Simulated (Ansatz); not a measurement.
Compare A (`CC([SiH3])CO`) with its isomer B (`C[Si](C)(C)O`).

Isolated molecules relaxed with PBE0-D4/def2-TZVP in Ansatz; ΔE leaves out vibrations. CBS: MP2 limit from def2 TZ/QZ plus the TZ coupled-cluster correction, frozen cores. DFT in def2-TZVPP. B3LYP here is the variant with VWN-RPA as its local correlation; programs differ in this. Each species was taken in one conformer, which may not be the lowest.

Which is lower in electronic energy at CCSD(T)/CBS, and by how much? (An estimate is asked.)

Ansatz gave: B, by 285.8 kJ/mol.

Give E(B) − E(A) in kJ/mol with PBE-D4, CCSD(T)/def2-TZVPP, ωB97M-V, r2SCAN-D4, HF/def2-TZVPP, PBE0-D4, B3LYP-D4. (Estimate.)

Ansatz gave: PBE-D4 -274.4, CCSD(T)/def2-TZVPP -280.1, ωB97M-V -287.3, r2SCAN-D4 -292.6, HF/def2-TZVPP -281.3, PBE0-D4 -279.4, B3LYP-D4 -283.3. None reverses the order clearly.

Largest T1 diagnostic: 0.010.

From PBE to PBE0 (25 % exact exchange), in def2-TZVPP and without D4, E(B) − E(A) moves by −4.9 kJ/mol.
